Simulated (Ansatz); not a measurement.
Job for Ansatz (a program for electronic structure): R-wB97X-V/def2-TZVPPD on HCl (SMILES Cl) with ghost functions, monomers drawn apart or pushed together. Files ending in .json are basis or fitting sets from the Basis Set Exchange.

Ansatz 0.2 input:
```yaml
crystal:
  periodic: [false, false, false]
  atoms:
    - {symbol: Cl, position_ang: [1.04904831, 0.64379955, -0.35193283]}
    - {symbol: H, position_ang: [-0.00385700, 0.90673945, 0.33811639]}
basis:
  gaussian:
    orbitals: def2-TZVPPD.json
    ghost_atoms:
      - {symbol: Si, position_ang: [0.51682261, -0.88170618, 4.82632957]}
      - {symbol: Si, position_ang: [-1.56649811, 0.17756676, 4.62496834]}
      - {symbol: H, position_ang: [1.61028244, 0.08591511, 4.58123244]}
      - {symbol: H, position_ang: [0.61818868, -2.00115713, 3.86274018]}
      - {symbol: H, position_ang: [0.64363930, -1.41636366, 6.20431303]}
      - {symbol: H, position_ang: [-1.68379216, 1.30399673, 5.58128280]}
      - {symbol: H, position_ang: [-2.67345109, -0.77835847, 4.86568379]}
      - {symbol: H, position_ang: [-1.75136274, 0.73555105, 3.25670791]}
hamiltonian:
  xc: {name: wB97X-V}
scf: {lower_state_search: off}
```

The log:

```
WARN ansatz: RAYON_NUM_THREADS=1 ignored (pool sized by the plan → 1); use --threads N
Functional definition: wB97X-V
these checks for a lower state are left out or cut short: stability, starts, cluster_reference, orbital_swaps, neighbouring_geometries, increment
integrals: 0.30 GiB planned
1302 factors; their error is unknown
integrals: 0.33 GiB planned
359 factors; integrals over basis functions are off by at most 3.9e-5 eV
mean field: 1.76 GiB planned
mean field evaluation 1: about -12537.3086 eV, gradient 1.0e1 eV
mean field evaluation 2: about -12537.5482 eV, gradient 6.8e0 eV
mean field evaluation 4: about -12537.6263 eV, gradient 1.7e-1 eV
mean field evaluation 8: about -12537.6486 eV, gradient 2.4e-2 eV
mean field -12537.64857691 eV, -460.7500868779 hartree, gradient 2.2e-6 eV, S^2 0.000000; 0 other end points of the search recorded, 0 dependent functions left out
reference -12537.64857462 eV, -460.7500867937 hartree; 9, 9 occupied and 257, 257 virtual orbitals, 1302 factors
Total energy: -12537.64857462 eV, -460.7500867937 hartree
Checks for a lower state left out: stability, starts, cluster_reference, orbital_swaps, neighbouring_geometries, increment
```

The run converged.

Cost: about 4 core-seconds (a rough figure).
